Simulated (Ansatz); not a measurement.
Born–Oppenheimer molecular dynamics of a periodic cell of 24 atoms, Si$_{8}$H$_{3}$Cl (surface Si(111), partly H-covered, underside capped with H, adsorbate Cl2). It goes on from the last frame of an earlier run, with new velocities.

Level of theory: Ansatz 0.2.0, DFT PBEsol, scalar-relativistic, plane waves, PAW. Settings: PAW set soft_1, cutoff 420 eV, k mesh 2x2x1, fermi-dirac smearing 0.02 eV, no spin polarisation.

```
ensemble                      : NVE (velocity Verlet)
time step                     : 0.5 fs
steps asked                   : 120
starting velocities drawn for : 1400 K
atoms held                    : 1 to 8
seed                          : 670202
```

First frame:

```xyz
24
Lattice="7.6792 0.0000 0.0000 3.8396 6.6504 0.0000 0.0000 0.0000 18.8688" Properties=species:S:1:pos:R:3
H 1.920 1.108 1.000
H 5.759 1.108 1.000
H 3.840 4.434 1.000
H 7.679 4.434 1.000
Si 1.920 1.108 2.500
Si 5.759 1.108 2.500
Si 3.840 4.434 2.500
Si 7.679 4.434 2.500
Si -0.085 2.222 3.381
Si 3.846 2.152 3.235
Si 1.839 5.583 3.391
Si 5.785 5.556 3.126
Si 0.030 2.209 5.830
Si 3.801 1.985 5.505
Si 1.877 5.441 5.788
Si 5.548 5.349 5.484
Si 0.026 -0.022 6.439
Si 3.626 -0.142 6.267
Si 1.898 3.329 6.477
Si 5.682 3.181 6.436
H 2.014 3.484 7.994
H 5.741 3.325 7.976
Cl 3.721 0.171 8.393
Cl 0.214 -0.257 8.441
```

Q: What does the run give?

A: All steps were run.

```
steps done                                               : 120
time covered                                             : 60 fs
mean temperature over the second half                    : 1067 K
spread of the potential energy over the second half      : 18.4 meV per atom
mean potential energy of the second half above the start : 28.7 meV per atom
```

The conserved energy stayed within 0.088 meV per atom of its start (net change 0.062 meV per atom), so the integration is sound. A run of 0.06 ps of so small a system gives no equilibrium averages. Limits of this set-up: thin slab, slab without dipole correction, no dispersion correction for a molecule that may bind weakly, PAW files made for another functional.

Q: What happens to the structure?

A: Mean squared displacements from the first frame to the last: H 0.06 Å², Si 0.06 Å², Cl 0.21 Å². Another seed would give other details.

Q: How do temperature and energy run in time?

A: 
| time (fs) | T (K) | potential energy less start (eV) | conserved less start (meV/atom) |
| --- | --- | --- | --- |
| 0.0 | 1400 | 0.000 | 0.00 |
| 5.0 | 1298 | 0.212 | 0.05 |
| 10.0 | 1108 | 0.604 | 0.01 |
| 15.0 | 822 | 1.197 | 0.02 |
| 20.0 | 643 | 1.567 | 0.08 |
| 25.0 | 828 | 1.184 | 0.02 |
| 30.0 | 1010 | 0.807 | 0.04 |
| 35.0 | 1196 | 0.422 | 0.05 |
| 40.0 | 1317 | 0.172 | 0.03 |
| 45.0 | 1204 | 0.407 | 0.07 |
| 50.0 | 1038 | 0.750 | 0.04 |
| 55.0 | 769 | 1.306 | 0.06 |
| 60.0 | 641 | 1.571 | 0.06 |

Time of the run: 14 min on 1 thread of Arm Neoverse V2, on a shared host, peak memory 1.1 GiB.
